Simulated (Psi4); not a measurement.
Psi4 input (wB97X-D/6-31G*):

```
memory 1500 MB

molecule {
1 2
Si    0.00714127    1.04995696    0.80957954
H    -0.41840924    1.86076314   -0.40814884
Si    0.01975272   -0.90056355   -0.58375403
H     0.97687736   -0.69981080   -1.70695297
H    -1.33626862   -1.10126450   -1.16589692
H     0.40128468   -2.15119550    0.11944169
symmetry c1
no_reorient
no_com
}

set {
  basis 6-31G*
  reference uks
  scf_type pk
  dft_radial_points 99
  dft_spherical_points 590
  e_convergence 1e-8
  d_convergence 1e-7
  maxiter 150
}

e = energy('wb97x-d')
print_out(f'\nFINAL {e:.10f} DIPOLE {variable("CURRENT DIPOLE")[0]:.6f} {variable("CURRENT DIPOLE")[1]:.6f} {variable("CURRENT DIPOLE")[2]:.6f}\n')
```

Output:

```
   => Loading Basis Set <=

    Name: 6-31G*
    Role: ORBITAL
    Keyword: BASIS
    atoms 1, 3   entry SI         line   268 file 6-31gs.gbs
    atoms 2, 4-6 entry H          line    44 file 6-31gs.gbs

   => WB97X-D: Empirical Dispersion <=

    Chai and Head-Gordon Dispersion Correction
    Chai, J.-D.; Head-Gordon, M. (2010), J. Chem. Phys., 132: 6615-6620

        s6 =       1.000000

         ---------------------------------------------------------
                                   SCF
               by Justin Turney, Rob Parrish, Andy Simmonett
                          and Daniel G. A. Smith
                              UKS Reference
         ---------------------------------------------------------

  ==> Geometry <==

    Molecular point group: c1
    Full point group: C1

    Geometry (in Angstrom), charge = 1, multiplicity = 2:

       Center              X                  Y                   Z               Mass
    ------------   -----------------  -----------------  -----------------  -----------------
         SI           0.007141270000     1.049956960000     0.809579540000    27.976926534650
         H           -0.418409240000     1.860763140000    -0.408148840000     1.007825032230
         SI           0.019752720000    -0.900563550000    -0.583754030000    27.976926534650
         H            0.976877360000    -0.699810800000    -1.706952970000     1.007825032230
         H           -1.336268620000    -1.101264500000    -1.165896920000     1.007825032230
         H            0.401284680000    -2.151195500000     0.119441690000     1.007825032230

  Running in c1 symmetry.

  Rotational constants: A =      2.07838  B =      0.17994  C =      0.17570 [cm^-1]
  Rotational constants: A =  62308.21004  B =   5394.36994  C =   5267.25261 [MHz]
  Nuclear repulsion =   73.689640183864057

  Charge       = 1
  Multiplicity = 2
  Electrons    = 31
  Nalpha       = 16
  Nbeta        = 15

  ==> Algorithm <==

  SCF Algorithm Type is PK.
  DIIS enabled.
  MOM disabled.
  Fractional occupation disabled.
  Guess Type is SAD.
  Energy threshold   = 1.00e-08
  Density threshold  = 1.00e-07
  Integral threshold = 1.00e-12

  ==> Primary Basis <==

  Basis Set: 6-31G*
    Blend: 6-31G*
    Number of shells: 24
    Number of basis functions: 46
    Number of Cartesian functions: 46
    Spherical Harmonics?: false
    Max angular momentum: 2

  ==> DFT Potential <==

   => LibXC <=

    Version 7.1.2
    S. Lehtola, C. Steigemann, M. J. T. Oliveira, and M. A. L. Marques,  SoftwareX 7, 1–5 (2018) (10.1016/j.softx.2017.11.002)

   => Composite Functional: WB97X-D <=

    wB97X-D Hyb-GGA Exchange-Correlation Functional

    J.-D. Chai and M. Head-Gordon,  Phys. Chem. Chem. Phys. 10, 6615–6620 (2008) (10.1039/B810189B)

    Deriv               =              1
    GGA                 =           TRUE
    Meta                =          FALSE

    Exchange Hybrid     =           TRUE
    MP2 Hybrid          =          FALSE

   => Exchange-Correlation Functionals <=

    1.0000   wB97X-D range-separated functional

   => Exact (HF) Exchange <=

    0.7780            HF,LR [omega = 0.2000]
    0.2220               HF

   => LibXC Density Thresholds  <==

    XC_HYB_GGA_XC_WB97X_D:  1.00E-14

   => Molecular Quadrature <=

    Radial Scheme          =       TREUTLER
    Pruning Scheme         =           NONE
    Nuclear Scheme         =       TREUTLER

    Blocking Scheme        =         OCTREE
    BS radius alpha        =              1
    Pruning alpha          =              1
    Radial Points          =             99
    Spherical Points       =            590
    Total Points           =         333354
    Total Blocks           =           2442
    Max Points             =            256
    Max Functions          =             46
    Weights Tolerance      =       1.00E-15

  ==> Integral Setup <==

  Using in-core PK algorithm.
   Calculation information:
      Number of atoms:                   6
      Number of AO shells:              24
      Number of primitives:             70
      Number of atomic orbitals:        46
      Number of basis functions:        46

      Integral cutoff                 1.00e-12
      Number of threads:                 1

  Performing in-core PK
  Using 1754463 doubles for integral storage.
  We computed 43249 shell quartets total.
  Whereas there are 45150 unique shell quartets.

  Computing range-separated integrals for PK
  We computed 43249 wK shell quartets total.
  Whereas there are 45150 wK unique shell quartets.

  ==> DiskJK: Disk-Based J/K Matrices <==

    J tasked:                  Yes
    K tasked:                  Yes
    wK tasked:                 Yes
    Omega:               2.000E-01
    Schwarz Cutoff:          1E-12


  Cached 100.0% of DFT collocation blocks in 0.386 [GiB].

  Minimum eigenvalue in the overlap matrix is 7.8584130635E-03.
  Reciprocal condition number of the overlap matrix is 1.4599634303E-03.
    Using symmetric orthogonalization.

  ==> Pre-Iterations <==

  SCF Guess: Superposition of Atomic Densities via on-the-fly atomic UHF (no occupation information).

   -------------------------
    Irrep   Nso     Nmo
   -------------------------
     A         46      46
   -------------------------
    Total      46      46
   -------------------------

  ==> Iterations <==

                        Total Energy        Delta E     RMS |[F,P]|

   @UKS iter SAD:  -580.56400455330493   -5.80564e+02   0.00000e+00
   @UKS iter   1:  -580.89792147872367   -3.33917e-01   3.71211e-03 DIIS/ADIIS
   @UKS iter   2:  -580.93150845479988   -3.35870e-02   1.67720e-03 DIIS/ADIIS
   @UKS iter   3:  -580.93726418981691   -5.75574e-03   3.81744e-04 DIIS/ADIIS
   @UKS iter   4:  -580.93829001355891   -1.02582e-03   1.82227e-04 DIIS/ADIIS
   @UKS iter   5:  -580.93868718296471   -3.97169e-04   9.75474e-05 DIIS
   @UKS iter   6:  -580.93884253345516   -1.55350e-04   5.54777e-05 DIIS
   @UKS iter   7:  -580.93890634768434   -6.38142e-05   1.65458e-05 DIIS
   @UKS iter   8:  -580.93891084043889   -4.49275e-06   5.28838e-06 DIIS
   @UKS iter   9:  -580.93891108842183   -2.47983e-07   1.68909e-06 DIIS
   @UKS iter  10:  -580.93891110944071   -2.10189e-08   5.95109e-07 DIIS
   @UKS iter  11:  -580.93891111213998   -2.69927e-09   1.02464e-07 DIIS
   @UKS iter  12:  -580.93891111220478   -6.48015e-11   2.25649e-08 DIIS
  Energy and wave function converged.

  ==> Post-Iterations <==

   Electrons on quadrature grid:
      Nalpha   =   16.0000000992 ; deviation = 9.924e-08
      Nbeta    =   15.0000000377 ; deviation = 3.768e-08
      Ntotal   =   31.0000001369 ; deviation = 1.369e-07

   @Spin Contamination Metric:   5.288292345E-03
   @S^2 Expected:                7.500000000E-01
   @S^2 Observed:                7.552882923E-01
   @S   Expected:                5.000000000E-01
   @S   Observed:                5.000000000E-01

    Orbital Energies [Eh]
    ---------------------

    Alpha Occupied:

       1A    -66.601659     2A    -66.492510     3A     -5.711884
       4A     -5.613542     5A     -4.061239     6A     -4.056736
       7A     -4.049983     8A     -3.961140     9A     -3.955897
      10A     -3.955442    11A     -0.893354    12A     -0.800455
      13A     -0.645800    14A     -0.638312    15A     -0.609282
      16A     -0.584761

    Alpha Virtual:

      17A     -0.297015    18A     -0.145136    19A     -0.086655
      20A     -0.068581    21A     -0.062545    22A     -0.007120
      23A      0.060869    24A      0.091224    25A      0.105894
      26A      0.110408    27A      0.136009    28A      0.145140
      29A      0.145704    30A      0.261992    31A      0.331965
      32A      0.344482    33A      0.387161    34A      0.430380
      35A      0.504996    36A      0.528307    37A      0.541952
      38A      0.567152    39A      0.570854    40A      0.718471
      41A      0.893115    42A      0.984598    43A      1.035616
      44A      1.068493    45A      2.673595    46A      2.792199

    Beta Occupied:

       1A    -66.598617     2A    -66.491567     3A     -5.708537
       4A     -5.612626     5A     -4.059185     6A     -4.048533
       7A     -4.047385     8A     -3.957945     9A     -3.955425
      10A     -3.954907    11A     -0.870981    12A     -0.780146
      13A     -0.632531    14A     -0.632131    15A     -0.600608

    Beta Virtual:

      16A     -0.340965    17A     -0.285421    18A     -0.118815
      19A     -0.078592    20A     -0.058146    21A     -0.053981
      22A     -0.001314    23A      0.067654    24A      0.099962
      25A      0.113183    26A      0.114402    27A      0.145784
      28A      0.148354    29A      0.153110    30A      0.268796
      31A      0.360536    32A      0.371975    33A      0.404438
      34A      0.455030    35A      0.516973    36A      0.547457
      37A      0.562639    38A      0.572568    39A      0.575675
      40A      0.735252    41A      0.900012    42A      0.993179
      43A      1.041526    44A      1.071321    45A      2.686467
      46A      2.799863

    Final Occupation by Irrep:
              A
    DOCC [    15 ]
    SOCC [     1 ]
    NA   [    16 ]
    NB   [    15 ]

  @UKS Final Energy:  -580.93891111220478

   => Energetics <=

    Nuclear Repulsion Energy =             73.6896401838640571
    One-Electron Energy =                -943.3563320090916022
    Two-Electron Energy =                 319.7670408169457232
    DFT Exchange-Correlation Energy =     -31.0377700749383330
    Empirical Dispersion Energy =          -0.0014900289846862
    VV10 Nonlocal Energy =                  0.0000000000000000
    Total Energy =                       -580.9389111122047780

  UHF NO Occupations:
  HONO-2 :   14  A 1.9998863
  HONO-1 :   15  A 1.9975996
  HONO-0 :   16  A 1.0000000
  LUNO+0 :   17  A 0.0024004
  LUNO+1 :   18  A 0.0001137
  LUNO+2 :   19  A 0.0000836
  LUNO+3 :   20  A 0.0000309

Computation Completed

Properties will be evaluated at   0.000000,   0.000000,   0.000000 [a0]

Properties computed using the SCF density matrix

 Multipole Moments:

 ------------------------------------------------------------------------------------
     Multipole            Electronic (a.u.)      Nuclear  (a.u.)        Total (a.u.)
 ------------------------------------------------------------------------------------

 L = 1.  Multiply by 2.5417464519 to convert [e a0] to [Debye]
 Dipole X            :         -0.0142551            0.0000001           -0.0142551
 Dipole Y            :          0.9694796            0.0000002            0.9694797
 Dipole Z            :          0.6583922            0.0000002            0.6583924
 Magnitude           :                                                    1.1719961

 ------------------------------------------------------------------------------------

FINAL -580.9389111122 DIPOLE -0.014255 0.969480 0.658392

*** Psi4 exiting successfully. Buy a developer a beer!
```

The dipole moment of an ion depends on the origin.
